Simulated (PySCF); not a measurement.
Numbering as in the mapped SMILES `[F:1][CH:2]([F:3])[O:4][c:5]1[cH:6][cH:7][cH:8][cH:9][cH:10]1` (H(Xn): hydrogen on atom n).

[PySCF 2.14.0 with density-fitted response routines: GFN2-xTB structure; GIAO PBE0/pcSseg-1 shieldings; one computed conformer; non-relativistic Hamiltonian; averaged over atoms made equivalent by symmetry, fast rotation or ring inversion; no solvent model]

Shifts are taken against calculated references (same method and geometry level): ¹³C (σ = 186.93 ppm), ¹H (σ = 31.72 ppm) vs TMS; ¹⁹F (σ = 170.95 ppm) vs CFCl3; H2O for ¹⁷O (σ = 336.08 ppm).

```csv
atoms,nucleus,count,δ (ppm)
C7/C9,¹³C,2,?
H(C6)/H(C10),¹H,2,7.34
H(C2),¹H,1,6.75
O4,¹⁷O,1,?
C6/C10,¹³C,2,?
H(C8),¹H,1,7.46
F1/F3,¹⁹F,2,-97.1
C2,¹³C,1,123.0
H(C7)/H(C9),¹H,2,7.72
C8,¹³C,1,129.5
C5,¹³C,1,160.6
```

Question: Estimate the values marked ?.

Answer: 
- C7/C9: 135.7 ppm, aromatic CH; the aromatic region
- C6/C10: 121.4 ppm, aromatic CH
- O4: 176.5 ppm, ether oxygen

Shifts are as computed. Against solution values, carbons near 30 ppm lie about +3 ppm off and those near 130 ppm about +5 ppm. Of 1211 compounds with measured shifts, 218 miss one by over three times the rms of a fit or turn the order of signals round; such compounds aren't used in these exercises. Unscaled 19F shifts against computed CFCl3 carry errors that often reach 10 to 50 ppm. Experimental scales use liquid or dissolved standards, which lie at an offset from isolated H2O (liquid H2O: subtract about 36 ppm).
